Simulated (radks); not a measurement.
Question: Pm+, configuration [Xe] 4f5 6s1. Method: Dirac Kohn-Sham, relativistic LDA (MacDonald-Vosko exchange, VWN5 correlation), spin-unpolarised, spherical densities, finite nucleus; open shells fill j = l - 1/2 first; Fermi nuclear charge, rms radius 4.962 fm; computed with a radial shooting solver on a logarithmic mesh with Libxc functionals.

Spin-orbit splittings of the eigenvalues, e(l+1/2) - e(l-1/2), with zeta = 2 splitting/(2l+1) and mean radii in bohr:

shell  occ.  splitting (eV)  zeta (eV)  <r> j=l-1/2  <r> j=l+1/2
2p        6           554.2      369.5      0.08267      0.08916
3p        6           111.5      74.32       0.2504       0.2630
3d       10           24.29      9.717       0.2342       0.2381
4p        6           24.49      16.32       0.6092       0.6381
4d       10           4.368      1.747       0.6834       0.6938
4f        5          0.4723     0.1349        1.042        1.062
5p        6               ?          ?        1.629        1.724

Estimate the 5p splitting.

Answer: 3.296 eV (zeta = 2.197 eV).
